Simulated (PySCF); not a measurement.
PySCF job for ammonia borane cation (BH6N), SMILES [BH3-][NH3+] (connectivity only; charge and spin as stated), charge +1, multiplicity 2, PBE-D3(BJ)/def2-TZVP. The structure is a stationary point at PBE-D3(BJ)/def2-TZVP. The spin state was assumed, not searched.

```python
import numpy as np
from pyscf import gto, scf, dft, df
from pyscf.hessian import thermo

mol = gto.M(
    atom='''
    B     0.14154322    0.82946102    0.00000000
    N    -0.02572101   -0.71787285   -0.00000000
    H     1.22597519    1.30253404   -0.00000000
    H    -0.81728251    1.44928237   -0.57829379
    H    -0.81728250    1.44928238    0.57829379
    H     0.44019546   -1.13419915    0.82323297
    H    -0.99947016   -1.05489560    0.00000001
    H     0.44019546   -1.13419915   -0.82323297
    ''',
    basis='def2-TZVP',
    charge=1,
    spin=1,
    max_memory=1600,
    verbose=3,
)
mf = dft.UKS(mol, xc='pbe').density_fit(auxbasis='def2-universal-jkfit')
mf.disp = 'd3bj'
mf.grids.level = 3
mf.conv_tol = 1e-11
mf.max_cycle = 100
mf.kernel()
fine, coarse = mf.grids, dft.Grids(mol).set(level=1).build(with_non0tab=True)
for _ in range(3):  # follow internal instabilities
    mf.grids = coarse
    mo, _, stable, _ = mf.stability(return_status=True, nroots=4)
    mf.grids = fine
    if stable:
        break
    mf.kernel(mf.make_rdm1(mo, mf.mo_occ))

# [left out here: the lines that compute and print the analytic Hessian (its translational invariance restored by hand, since the grid's response is missing), thermochemistry and intensities]
```

It prints:

```

WARN: HOMO -0.233696474525487 >= LUMO -0.233696474525489

converged SCF energy = -82.7906422385719  <S^2> = 0.75263308  2S+1 = 2.0026313
<class 'pyscf.df.df_jk.DFUKS'> wavefunction is stable in the internal stability analysis

WARN: DFTD3 does not support analytical Hessian, using finite difference


WARN: Mole.unit (angstrom) is changed to Bohr

Mode                                 0                   1                   2
Irrep
Freq [cm^-1]                      163.1885            583.2684            645.7726
Reduced mass [au]                   1.0204              1.2295              1.1077
Force const [Dyne/A]                0.0160              0.2464              0.2722
Char temp [K]                     234.7920            839.1933            929.1230
Normal mode                   x     y     z       x     y     z       x     y     z
       0   B                 0.00  0.00  0.04    0.00  0.00  0.14   -0.09 -0.01  0.00
       1   N                -0.00 -0.00 -0.00   -0.00  0.00  0.00   -0.00 -0.01  0.00
       2   H                 0.00 -0.00  0.36   -0.00  0.00 -0.71    0.10 -0.44 -0.00
       3   H                 0.19 -0.03 -0.32    0.11 -0.10 -0.26    0.22  0.37 -0.09
       4   H                -0.19  0.03 -0.32   -0.11  0.10 -0.26    0.22  0.37  0.09
       5   H                 0.37 -0.04 -0.24   -0.04 -0.20 -0.08    0.19  0.18 -0.01
       6   H                -0.00 -0.00  0.41   -0.00  0.00 -0.11    0.13 -0.39 -0.00
       7   H                -0.37  0.04 -0.24    0.04  0.20 -0.08    0.19  0.18  0.01
Mode                                 3                   4                   5
Irrep
Freq [cm^-1]                      755.8361            860.8127            938.1660
Reduced mass [au]                   1.0226              2.3611              1.3154
Force const [Dyne/A]                0.3442              1.0308              0.6821
Char temp [K]                    1087.4799           1238.5179           1349.8120
Normal mode                   x     y     z       x     y     z       x     y     z
       0   B                -0.00 -0.00  0.02   -0.01 -0.16 -0.00   -0.00  0.00  0.10
       1   N                -0.00  0.00 -0.03   -0.01  0.16  0.00    0.00 -0.00 -0.10
       2   H                -0.00 -0.00 -0.23    0.06 -0.34  0.00    0.00 -0.00 -0.05
       3   H                 0.31  0.52  0.02   -0.03 -0.28 -0.05   -0.13 -0.29 -0.06
       4   H                -0.31 -0.52  0.02   -0.03 -0.28  0.05    0.13  0.29 -0.06
       5   H                 0.01  0.26  0.10    0.06  0.20 -0.01   -0.01  0.47  0.15
       6   H                 0.00 -0.00  0.16    0.02  0.08 -0.00    0.00  0.00  0.21
       7   H                -0.01 -0.26  0.10    0.06  0.20  0.01    0.01 -0.47  0.15
Mode                                 6                   7                   8
Irrep
Freq [cm^-1]                      992.4248           1033.2622           1209.5250
Reduced mass [au]                   1.5369              1.2798              1.0378
Force const [Dyne/A]                0.8918              0.8051              0.8945
Char temp [K]                    1427.8783           1486.6343           1740.2371
Normal mode                   x     y     z       x     y     z       x     y     z
       0   B                 0.10  0.11 -0.00   -0.06  0.12 -0.00   -0.01 -0.04 -0.00
       1   N                -0.10 -0.03  0.00    0.05 -0.03  0.00   -0.03  0.00  0.00
       2   H                 0.18 -0.05 -0.00    0.20 -0.46 -0.00   -0.22  0.48 -0.00
       3   H                -0.14 -0.29 -0.02    0.00 -0.20 -0.38    0.33 -0.10 -0.46
       4   H                -0.14 -0.29  0.02    0.00 -0.20  0.38    0.33 -0.10  0.46
       5   H                 0.16  0.18 -0.04   -0.10 -0.16  0.01    0.06  0.06 -0.02
       6   H                 0.07 -0.51 -0.00   -0.05  0.25 -0.00   -0.01 -0.07 -0.00
       7   H                 0.16  0.18  0.04   -0.10 -0.16 -0.01    0.06  0.06  0.02
Mode                                 9                  10                  11
Irrep
Freq [cm^-1]                     1428.9202           1594.0377           1606.1234
Reduced mass [au]                   1.1828              1.0481              1.0443
Force const [Dyne/A]                1.4230              1.5691              1.5872
Char temp [K]                    2055.8981           2293.4653           2310.8540
Normal mode                   x     y     z       x     y     z       x     y     z
       0   B                -0.00 -0.01 -0.00   -0.00  0.00  0.01   -0.01  0.00 -0.00
       1   N                 0.00  0.11  0.00   -0.00  0.00  0.05   -0.05 -0.01 -0.00
       2   H                -0.01  0.01  0.00    0.00 -0.00 -0.02    0.00 -0.02  0.00
       3   H                 0.02  0.01 -0.01    0.01 -0.01 -0.00   -0.03  0.02  0.02
       4   H                 0.02  0.01  0.01   -0.01  0.01 -0.00   -0.03  0.02 -0.02
       5   H                -0.11 -0.48 -0.20    0.39  0.25 -0.06    0.49 -0.17 -0.37
       6   H                 0.18 -0.48  0.00   -0.00  0.00 -0.72   -0.15  0.35  0.00
       7   H                -0.11 -0.48  0.20   -0.39 -0.25 -0.06    0.49 -0.17  0.37
Mode                                12                  13                  14
Irrep
Freq [cm^-1]                     2005.3540           2171.8091           2728.0365
Reduced mass [au]                   1.0283              1.1211              1.1073
Force const [Dyne/A]                2.4363              3.1157              4.8552
Char temp [K]                    2885.2579           3124.7498           3925.0372
Normal mode                   x     y     z       x     y     z       x     y     z
       0   B                -0.00  0.00  0.04   -0.08  0.07 -0.00   -0.09 -0.03  0.00
       1   N                -0.00  0.00  0.00    0.00 -0.00 -0.00    0.00  0.00  0.00
       2   H                -0.00 -0.00  0.05   -0.13 -0.07 -0.00    0.86  0.37 -0.00
       3   H                -0.53  0.34 -0.29    0.46 -0.30  0.36    0.05 -0.03  0.04
       4   H                 0.53 -0.34 -0.29    0.46 -0.30 -0.36    0.05 -0.03 -0.04
       5   H                 0.00 -0.01 -0.00    0.00 -0.01 -0.01   -0.00 -0.01  0.00
       6   H                -0.00  0.00 -0.01   -0.01  0.02 -0.00   -0.01  0.01  0.00
       7   H                -0.00  0.01 -0.00    0.00 -0.01  0.01   -0.00 -0.01 -0.00
Mode                                15                  16                  17
Irrep
Freq [cm^-1]                     3303.5337           3358.0511           3394.4426
Reduced mass [au]                   1.0326              1.0879              1.0890
Force const [Dyne/A]                6.6397              7.2280              7.3926
Char temp [K]                    4753.0494           4831.4878           4883.8472
Normal mode                   x     y     z       x     y     z       x     y     z
       0   B                -0.00 -0.00  0.00    0.00 -0.00 -0.00    0.00 -0.00  0.00
       1   N                 0.01 -0.04  0.00    0.00 -0.00 -0.08    0.08  0.00  0.00
       2   H                 0.01  0.00  0.00    0.00  0.00  0.00   -0.01 -0.00 -0.00
       3   H                -0.00  0.00 -0.00    0.00 -0.00  0.00   -0.00 -0.00 -0.00
       4   H                -0.00  0.00  0.00   -0.00  0.00  0.00   -0.00 -0.00  0.00
       5   H                -0.28  0.23 -0.51    0.31 -0.27  0.53   -0.12  0.12 -0.24
       6   H                 0.41  0.12  0.00   -0.00 -0.00 -0.02   -0.82 -0.27  0.00
       7   H                -0.28  0.23  0.51   -0.31  0.27  0.53   -0.12  0.12  0.24
temperature 298.1500 [K]
pressure 101325.00 [Pa]
Rotational constants [GHz] 77.99882 19.15216 17.55644
Symmetry number 1
Zero-point energy (ZPE) 0.06555 [Eh]   172098.155 [J/mol]
                           tot       elec      trans        rot        vib
Entropy [J/mol/K]       258.509      5.763    151.519     83.864     17.363
Cv [J/mol/K]             53.268      0.000     12.472     12.472     28.324
Cp [J/mol/K]             61.582      0.000     20.786     12.472     28.324
Internal energy [J/mol]                      3718.434   3718.434 175323.280
Internal energy [Eh]   -82.72103  -82.79064
Enthalpy [J/mol]                             6197.391   3718.434 175323.280
Enthalpy [Eh]          -82.72009
Gibbs free energy [J/mol]                  -38978.004 -21285.712 170146.500
Gibbs free energy [Eh] -82.74944
mode   freq/cm-1   IR/(km/mol)
   1      163.19        11.880
   2      583.27         9.451
   3      645.77        18.447
   4      755.84         2.394
   5      860.81        14.308
   6      938.17        16.305
   7      992.42        22.019
   8     1033.26         2.725
   9     1209.52        68.283
  10     1428.92       140.230
  11     1594.04        44.849
  12     1606.12        39.949
  13     2005.35        34.818
  14     2171.81        10.985
  15     2728.04         6.789
  16     3303.53        65.470
  17     3358.05       123.472
  18     3394.44       102.833
max |gradient| / (hartree/bohr): 2.316550405356557e-05
APT charges: [ 0.4052 -0.3227 -0.0576  0.0959  0.0959  0.2691  0.2451  0.2691]
```

The calculation finished and met its thresholds.

Cost: about 2.3 core-minutes (a rough figure).
